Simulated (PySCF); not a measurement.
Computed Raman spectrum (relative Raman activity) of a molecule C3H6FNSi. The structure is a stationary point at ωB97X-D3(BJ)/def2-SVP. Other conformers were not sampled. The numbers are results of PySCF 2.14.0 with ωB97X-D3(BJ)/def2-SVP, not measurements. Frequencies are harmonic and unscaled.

Lines under 2 % of the strongest are left out, and lines within 2 cm⁻¹ are merged.

```
ν (cm⁻¹)  relative intensity
--------  ------------------
96                       2.2
184                      2.4
219                      2.3
312                      2.0
445                      2.9
514                      3.3
623                      6.9
738                      6.1
768                      6.9
859                      2.9
916                      7.3
957                      2.1
974                      5.8
1129                     3.6
1192                     3.5
1198                     4.8
1384                     3.4
1638                     2.7
2258                      76
2286                     100
2294                      40
3081                      65
3484                      17
3538                      52
3626                      31
```

Problem. Which structure fits?
A. CN1C=C[Si@H]1F
B. C[C@](F)([SiH3])C#N
C. N[Si@]1(F)C=CC1
D. C#C[C@H](N)[SiH2]F

Solution. D, C#C[C@H](N)[SiH2]F
